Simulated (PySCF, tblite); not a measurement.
A database entry of computed molecular properties. Lists by class give the value and the number of equivalent atoms.

```json
{
 "formula": "C2H7NSSi",
 "smiles": "CC(=S)[SiH2][NH2+]",
 "charge": 1,
 "multiplicity": 2,
 "geometry_level": "GFN2-xTB",
 "atoms_angstrom": [
  ["C", -1.575, 0.419, 0.392],
  ["C", -0.833, -0.841, 0.34],
  ["S", -1.288, -2.307, 0.742],
  ["Si", 1.067, -0.666, -0.409],
  ["N", 1.606, 0.855, 0.117],
  ["H", -1.063, 1.116, 1.058],
  ["H", -1.587, 0.89, -0.592],
  ["H", -2.598, 0.274, 0.738],
  ["H", 1.786, -1.753, 0.226],
  ["H", 0.733, -0.675, -1.827],
  ["H", 1.537, 1.702, -0.427],
  ["H", 2.217, 0.984, 0.91]
 ],
 "electronic_structure_code": "PySCF",
 "results": {
  "GFN2-xTB geometry": {
   "point_group": "C1",
   "rotational_constants_GHz": [5.279, 1.875, 1.486]
  },
  "GFN2-xTB harmonic vibrations, gas phase": {
   "strongest_ir_bands_cm-1_km_per_mol_modes": [
    [412.4, 104.6, 1],
    [680.4, 127.5, 1],
    [699.9, 132.4, 1],
    [1287.7, 132.3, 1],
    [2383.6, 158.0, 1],
    [3439.7, 136.9, 1]
   ],
   "zpe_kcal_per_mol": 52.2
  },
  "UKS B3LYP, pcH-1 on C H N S Si, non-relativistic, mean-field spin-orbit, GIAO": {
   "g_iso": 2.00533,
   "g_tensor": [1.99684, 2.00282, 2.01632],
   "s2": 0.755,
   "a_iso_by_class_MHz": [
    ["13C", 36.3, 1],
    ["29Si", -25.5, 1],
    ["1H", 23.8, 2],
    ["33S", 13.4, 1],
    ["13C", 12.9, 1]
   ],
   "spin_populations_mulliken_by_atom": [0.05, 0.04, 0.72, 0.04, 0.12, -0.01, 0.0, 0.01, 0.0, 0.02, 0.0, 0.0]
  }
 }
}
```

At 9.50 GHz, hν = g·μB·B₀ (B₀ the magnetic field) puts the centre of the isotropic spectrum, to first order, at 338.5 mT. ⟨S²⟩ is 0.005 above the pure-spin value S(S + 1) = 0.75. g_iso is shifted by about +3010 ppm from the free-electron value 2.002319; the principal values span 0.0195. With B = h/(8π²I), that is 505.379 GHz u Å² over I, the principal moments of inertia are 95.7, 269.6 and 340.2 u Å² (most abundant isotopes). The zero-point energy, half the sum of the 30 harmonic wavenumbers, equals 18250 cm⁻¹ or 218 kJ/mol.

One conformer (not necessarily the lowest) at the GFN2-xTB geometry, without solvent or vibrations. In GFN2-xTB open shells enter through the occupations alone, without spin polarisation, so single modes can be far off. Hyperfine couplings depend on the geometry, which wasn't re-optimised at a DFT level. Couplings of like nuclei are plain means over topologically equivalent atoms, as if these changed places fast (by rotation of a methyl-like group, say); in this geometry the members of some sets differ.

Conformer computed: `[CH3:1][C:2](=[S:3])[SiH2:4][NH2+:5]`: C1–C2–Si4–N5 34°, H–N5–Si4–C2 -94°, H–N5–Si4–C2 100°.
